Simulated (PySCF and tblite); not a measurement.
Values are calculated unless marked as measured or tabulated.
C₅H₉FO, numbered as in [F:1][C@H:2]1[CH2:3][CH2:4][CH2:5][O:6][CH2:7]1.

Level: PBE0-D3(BJ)/def2-TZVP//PBE0-D3(BJ)/def2-SVP, thermal terms from GFN2-xTB, symmetry numbers and mirror pairs counted. Conformers within 4 kcal/mol (GFN2-xTB free energy) were kept, 7 at most. Of two unlike H on one atom, a is the less shielded (PBE0/pcSseg-1). Run with PySCF (density fitting) and tblite.

An NOE distance is ⟨r⁻⁶⟩^(−1/6) over all pairs of like atoms and, for the average, over conformers.

The 6-ring runs over atoms 2–3–4–5–6–7.

```csv
conformer,shape,weight %
1,6-ring chair (all substituents equatorial),57.3
2,6-ring chair (F1 axial),42.7
3,"6-ring twist-boat (ring torsions 62, -21, -43, 67, -22, -40°)",0.0
```

Problem. Which H–H contacts under 3.5 Å would NOEs report (pairs on one atom left out) at 298.15 K?

Solution. 
```csv
pair,in 1 (Å),in 2 (Å),in 3 (Å),average (Å)
H2 ··· H7a,2.46,2.41,2.37,2.44
H2 ··· H3a,2.47,2.43,2.39,2.46
H4a ··· H5b,2.47,2.47,2.36,2.47
H4b ··· H5a,2.46,2.49,2.36,2.47
H3b ··· H4a,2.49,2.48,2.51,2.49
H3a ··· H4b,2.50,2.49,2.56,2.49
H5b ··· H7b,2.42,4.03,2.60,2.64
H4a ··· H5a,2.54,3.07,3.04,2.69
H3a ··· H4a,2.56,3.07,3.06,2.71
H2 ··· H7b,3.06,2.52,2.98,2.74
H2 ··· H3b,3.05,2.54,2.58,2.75
H4b ··· H5b,3.07,2.53,2.75,2.75
H3b ··· H4b,3.08,2.57,2.52,2.78
H5a ··· H7a,4.04,2.47,4.02,2.81
H3b ··· H7b,2.58,4.27,3.86,2.82
H3b ··· H5b,2.65,4.33,4.28,2.89
H2 ··· H4b,2.67,4.31,4.31,2.91
H3a ··· H5a,4.33,2.63,2.92,3.00
H3a ··· H7a,4.30,2.68,3.59,3.05
```

Longer pairs under the limit may be missing.

Problem. In a model where alignment follows shape alone (order matrix 0.001 × (3G/tr G − 1)/2, G the second moments of the atom positions; splitting J + 2D), what are the one-bond C–H dipolar couplings D?

Solution. H2 2.6 Hz (6.1 in conformer 1), H3b 3.3 Hz (6.3 in conformer 1), H3a 2.2 Hz (-0.7 in conformer 1), H4a 1.2 Hz (-2.3 in conformer 1), H4b 2.4 Hz (6.1 in conformer 1), H5b 2.6 Hz (6.0 in conformer 1), H5a 0.9 Hz (-2.6 in conformer 1), H7b 2.7 Hz (6.1 in conformer 1), H7a 1.2 Hz (-2.1 in conformer 1).
